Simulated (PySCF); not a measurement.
# Polarisability and C₆ of Sr (strontium, neutral)

[Kr] 5s2, closed-shell 1S. All numbers are calculated (PySCF 2.14, the spin-free X2C one-electron Hamiltonian (Gaussian nucleus), in aug-cc-pVQZ-X2C (9s8p6d3f2g, 102 functions)). Coupled (time-dependent) response in atomic units; α is the mean over directions.

| method | mean α (bohr³) | C₆ (like pair) | S(−4) |
| --- | --- | --- | --- |
| UHF | 232.5 | 4047 | 25160 |
| PBE | 194.6 | 3110 | 17750 |
| PBE0 | 202.4 | 3301 | 19050 |
| M06-L | 164.0 | 2532 | 11610 |

S(−4) is the Cauchy moment in α(ω) = α(0) + S(−4) ω² + …

Reference α: 197.2 ± 0.2 bohr³ (recommended; Schwerdtfeger and Nagle, table of static dipole polarizabilities (2023 update)). Published C₆: 3175 (Chu and Dalgarno (2004); Tang, Norbeck and Certain (1976)).

Hartree-Fock lies above the reference because it lacks correlation, which contracts the outer shell.

α(iu) at PBE:

```csv
u (hartree),α(iu) (bohr³)
0,194.6
0.0500,158.7
0.100,103.5
0.200,45.84
0.300,25.74
0.500,12.64
0.750,7.474
1.00,5.145
1.50,2.917
2.00,1.868
3.00,0.9408
5.00,0.3707
```

A single London oscillator, α(iu) = α/(1 + u²/ω²), gives C₆ = (3/4) ω α². Matching the computed C₆ needs ω = 4 × 3110 / (3 × 194.6²) = 0.109 hartree.
